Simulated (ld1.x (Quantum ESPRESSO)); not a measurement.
# Before and after: TM potential for Ag (Z = 47)

Ag (Z = 47), norm-conserving Troullier–Martins (Kleinman–Bylander form), made with ld1.x (Quantum ESPRESSO) 7.5 (PBEsol, scalar-relativistic). Core [Kr], reference 4d10 5s0 5p0 (charge +1). Waves: 5s (bound, empty): rc 2.40 bohr; 5p (bound, empty): rc 3.30 bohr; 4d (bound): rc 1.90 bohr. Local part: the d channel. Core correction: Bessel-smoothed model core inside 1.55 bohr.

Change: core correction Bessel-smoothed model core inside 1.44 bohr.

Cutoffs: the cutoffs (Ry, on a coarse ladder) from which the occupation-weighted sum of valence levels, in a spherical-Bessel basis at the reference potential, stays within 10 and 1 mRy of its value at 400 Ry; they do not see the model core or the augmentation charge, which bear on the density cutoff. Errors are all-electron minus pseudo energies relative to the spin-unpolarised reference configuration.

**Question.** What does the change do?

**Answer.** The potential gets neither clearly harder nor softer (55 Ry and 90 Ry → 55 Ry and 90 Ry); both files keep a bound ghost (p, s); the errors of the 7 common tests hardly move. A model core, the more so a compact one, raises the density cutoff, which this test does not measure.

```csv
quantity,base,changed
"cutoff, loose",55 Ry,55 Ry
"cutoff, tight",90 Ry,90 Ry
bound ghosts,"s, p","s, p"
"error for 4d10 5s1 5p0, meV [ΔE -7.75 eV]",-8.6,-8.7
"error for 4d9 5s0 5p0, meV [ΔE 22.11 eV]",-71,-71
"error for 4d8 5s0 5p0, meV [ΔE 58.30 eV]",-377,-378
"error for 4d9 5s2 5p0, meV [ΔE -3.69 eV]",-140,-141
"error for 4d7 5s0 5p0, meV [ΔE 109.99 eV]",-1059,-1063
"error for 4d9 5s1 5p1, meV [ΔE 0.86 eV]",-128,-128
"error for 4d9 5s1 5p0, meV [ΔE 5.42 eV]",-96,-97
s: phases at 3.60 bohr within 0.05 rad from the reference energy up to (Ry; the scan ends near 5),0.9,0.9
p: phases at 3.60 bohr within 0.05 rad from the reference energy up to (Ry; the scan ends near 5),1.7,1.7
d: phases at 3.60 bohr within 0.05 rad from the reference energy up to (Ry; the scan ends near 5),3.2,3.2
```

Base: These tests converged, but a pseudo level misses the all-electron one widely, so the file describes the atom poorly there or has found another state: 4d9 5s0 5p0: empty 5p by 2.6 eV (a node warning on the way); 4d7 5s0 5p0: empty 5s by 7.4 eV. Changed file: These tests converged, but a pseudo level misses the all-electron one widely, so the file describes the atom poorly there or has found another state: 4d9 5s0 5p0: empty 5p by 2.6 eV (a node warning on the way). A true bound ghost makes a file unfit for plane-wave use even where its test errors are small: the radial tests pick states by their node count and pass the ghost by.
